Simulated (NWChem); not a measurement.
All runs are NWChem calculations. System: AsGa, charge 0, spin multiplicity 3, displaced from the optimised geometry. The structure started from a generated list of species. Its SCF solution wasn't tested for a lower state.

Input file:

```
start mol
memory heap 200 mb stack 900 mb global 1100 mb
geometry units angstroms nocenter noautoz
  Ga     0.000000     0.000000     1.357617
  As     0.000000     0.000000    -1.275337
  symmetry group C2v
end
basis spherical
  * library def2-tzvp
end
dft
  xc slater vwn_5
  odft
  mult 3
  semidirect memsize 60000000 filesize 0
  iterations 100
  convergence nodiis damp 40
end
task dft gradient
```

The output up to the point where the run's verdict is printed (cleaned and shortened):

```
             Northwest Computational Chemistry Package (NWChem) 7.3.0
             --------------------------------------------------------

                                NWChem Input Module
                                -------------------

 Scaling coordinates for geometry "geometry" by  1.889725989
 (inverse scale =  0.529177249)

 Turning off AUTOSYM since
 SYMMETRY directive was detected!

                             Geometry "geometry" -> ""
                             -------------------------

 Output coordinates in angstroms (scale by  1.889725989 to convert to a.u.)

  No.       Tag          Charge          X              Y              Z
 ---- ---------------- ---------- -------------- -------------- --------------
    1 Ga                  31.0000     0.00000000     0.00000000     1.35761700
    2 As                  33.0000     0.00000000     0.00000000    -1.27533700

 Effective nuclear repulsion energy (a.u.)     205.6049310876

            Nuclear Dipole moment (a.u.)
            ----------------------------
        X                 Y               Z
 ---------------- ---------------- ----------------
     0.0000000000     0.0000000000     0.0000113384

      Symmetry information
      --------------------

 Group name             C2v
 Group number             16
 Group order               4
 No. of unique centers     2

      Symmetry unique atoms

     1    2


 Summary of "ao basis" -> "" (spherical)
 ------------------------------------------------------------------------------
       Tag                 Description            Shells   Functions and Types
 ---------------- ------------------------------  ------  ---------------------
 *                         def2-tzvp                  on all atoms

                                 NWChem DFT Module
                                 -----------------

 Summary of "ao basis" -> "ao basis" (spherical)
 ------------------------------------------------------------------------------
       Tag                 Description            Shells   Functions and Types
 ---------------- ------------------------------  ------  ---------------------
[...]
 d= 0,ls=0.5         73  -3720.1840601427  6.20D+01  4.30D-01              18.4
                                                     3.95D-01
 d= 0,ls=0.5         74  -3782.1483643198 -6.20D+01  4.30D-01              18.5
                                                     3.95D-01
 d= 0,ls=0.5         75  -3720.1840601427  6.20D+01  4.30D-01              18.6
                                                     3.95D-01
 d= 0,ls=0.5         76  -3782.1483643198 -6.20D+01  4.30D-01              18.7
                                                     3.95D-01
 d= 0,ls=0.5         77  -3720.1840601427  6.20D+01  4.30D-01              18.9
                                                     3.95D-01
 d= 0,ls=0.5         78  -3782.1483643198 -6.20D+01  4.30D-01              19.0
                                                     3.95D-01
 d= 0,ls=0.5         79  -3720.1840601427  6.20D+01  4.30D-01              19.1
                                                     3.95D-01
 d= 0,ls=0.5         80  -3782.1483643198 -6.20D+01  4.30D-01              19.2
                                                     3.95D-01
 d= 0,ls=0.5         81  -3720.1840601427  6.20D+01  4.30D-01              19.4
                                                     3.95D-01
 d= 0,ls=0.5         82  -3782.1483643198 -6.20D+01  4.30D-01              19.5
                                                     3.95D-01
 d= 0,ls=0.5         83  -3720.1840601428  6.20D+01  4.30D-01              19.6
                                                     3.95D-01
 d= 0,ls=0.5         84  -3782.1483643198 -6.20D+01  4.30D-01              19.7
                                                     3.95D-01
 d= 0,ls=0.5         85  -3720.1840601427  6.20D+01  4.30D-01              19.8
                                                     3.95D-01
 d= 0,ls=0.5         86  -3782.1483643198 -6.20D+01  4.30D-01              20.0
                                                     3.95D-01
 d= 0,ls=0.5         87  -3720.1840601427  6.20D+01  4.30D-01              20.1
                                                     3.95D-01
 d= 0,ls=0.5         88  -3782.1483643198 -6.20D+01  4.30D-01              20.2
                                                     3.95D-01
 d= 0,ls=0.5         89  -3720.1840601428  6.20D+01  4.30D-01              20.3
                                                     3.95D-01
 d= 0,ls=0.5         90  -3782.1483643198 -6.20D+01  4.30D-01              20.4
                                                     3.95D-01
 d= 0,ls=0.5         91  -3720.1840601427  6.20D+01  4.30D-01              20.6
                                                     3.95D-01
 d= 0,ls=0.5         92  -3782.1483643198 -6.20D+01  4.30D-01              20.7
                                                     3.95D-01
 d= 0,ls=0.5         93  -3720.1840601427  6.20D+01  4.30D-01              20.8
                                                     3.95D-01
 d= 0,ls=0.5         94  -3782.1483643198 -6.20D+01  4.30D-01              20.9
                                                     3.95D-01
 d= 0,ls=0.5         95  -3720.1840601427  6.20D+01  4.30D-01              21.0
                                                     3.95D-01
 d= 0,ls=0.5         96  -3782.1483643198 -6.20D+01  4.30D-01              21.2
                                                     3.95D-01
 d= 0,ls=0.5         97  -3720.1840601427  6.20D+01  4.30D-01              21.3
                                                     3.95D-01
 d= 0,ls=0.5         98  -3782.1483643198 -6.20D+01  4.30D-01              21.4
                                                     3.95D-01
 d= 0,ls=0.5         99  -3720.1840601428  6.20D+01  4.30D-01              21.5
                                                     3.95D-01
 d= 0,ls=0.5        100  -3782.1483643198 -6.20D+01  4.30D-01              21.7
                                                     3.95D-01
```

The run did not converge; its last values are not results. The next line reads: Calculation failed to converge. NWChem stopped with the message: dft gradient failed.
